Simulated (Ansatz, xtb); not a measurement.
## Worked example: CH2BrI + C2H5I → CHBrI2 + C2H6

Species: CH2BrI (bromoiodomethane) `BrCI`, singlet; C2H5I (iodoethane) `CCI`, singlet; CHBrI2 (bromodiiodomethane) `BrC(I)I`, singlet; C2H6 (ethane) `CC`, singlet. The partners trade H for I; both sit on C, so the bond types are kept.

Shapes, held fixed at every level: PBE0-D4/def2-TZVP. Programs: Ansatz 0.2.0, xtb 6.7.1. The zero-point and thermal change to 298 K, harmonic and unscaled (PBE0-D4/def2-TZVP), is -1.7 kJ/mol.

At CCSD(T)/def2-TZVPP; 1 Eh = 2625.50 kJ/mol:

| species | energy (Eh) |
| --- | --- |
| CH2BrI | -2909.076229 |
| C2H5I | -376.217188 |
| CHBrI2 | -3205.606009 |
| C2H6 | -79.675440 |

Q: Work out ΔH(298 K) of the reaction at this level.

A: 
1. Products less reactants: (-3205.606009) + (-79.675440) − [(-2909.076229) + (-376.217188)] = 0.011968 Eh = +31.4 kJ/mol.
2. With the thermal change: +31.4 + (-1.7) = +29.7 kJ/mol.

Other levels give +21.2 (MP2/def2-TZVPP) to +48.5 kJ/mol (HF/def2-TZVPP). No measured value is set beside it here. For atoms past krypton def2 sets carry core potentials with scalar relativity. Relativity is left out for Br unless named. Correlated rows may include outer-core shells of Br, I, which these sets cover unevenly.
